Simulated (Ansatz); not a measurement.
C5H8O, charge +1, doublet, geometry from GFN2-xTB (a state made from the parent by changing its charge; the spin is typed, not shown lowest); REVPBE/6-31G* (Ansatz, a program for electronic structure).

Input for Ansatz:
Ansatz 0.2 input:
```yaml
crystal:
  periodic: [false, false, false]
  atoms:
    - {symbol: O, position_ang: [0.74828079, 1.76165852, -0.87055022]}
    - {symbol: C, position_ang: [0.35903795, 0.82035674, -0.28073641]}
    - {symbol: C, position_ang: [1.15403302, -0.42700155, 0.10013699]}
    - {symbol: C, position_ang: [0.14111989, -1.54273494, 0.22540231]}
    - {symbol: C, position_ang: [-1.23220723, -0.89919179, 0.35850748]}
    - {symbol: C, position_ang: [-1.03876203, 0.59993036, 0.29293917]}
    - {symbol: H, position_ang: [1.97302335, -0.63175095, -0.59064343]}
    - {symbol: H, position_ang: [1.59368435, -0.13424462, 1.06248479]}
    - {symbol: H, position_ang: [0.39423810, -2.19185854, 1.07437979]}
    - {symbol: H, position_ang: [0.16505890, -2.21222786, -0.63982249]}
    - {symbol: H, position_ang: [-1.74254209, -1.17431508, 1.29140036]}
    - {symbol: H, position_ang: [-1.90037894, -1.25870733, -0.42949521]}
    - {symbol: H, position_ang: [-1.81040530, 1.13337413, -0.26385032]}
    - {symbol: H, position_ang: [-0.95825419, 1.06830919, 1.28245125]}
basis:
  gaussian:
    orbitals: 6-31G*
hamiltonian:
  xc: revpbe
total_charge: 1
magnetization: {spin_polarized: true, initial_magnetization: 1}
```

The log (banner, timings and long lists left out):

```
Functional definition: revPBE
1314 factors; their error is unknown
mean field evaluation 1: about -7338.1386 eV, gradient 5.3e1 eV
mean field evaluation 2: about -7325.1614 eV, gradient 7.3e1 eV
mean field evaluation 4: about -7350.6601 eV, gradient 1.3e1 eV
mean field evaluation 8: about -7351.6494 eV, gradient 3.2e-1 eV
mean field evaluation 16: about -7351.5515 eV, gradient 3.8e-3 eV
mean field -7351.55146760 eV, -270.1645333737 hartree, gradient 3.3e-5 eV, S^2 0.752594; 1 other end points of the search recorded, 0 dependent functions left out
reference -7351.55149590 eV, -270.1645344138 hartree; 23, 22 occupied and 83, 84 virtual orbitals, 1314 factors
Total energy: -7351.55149590 eV, -270.1645344138 hartree
```
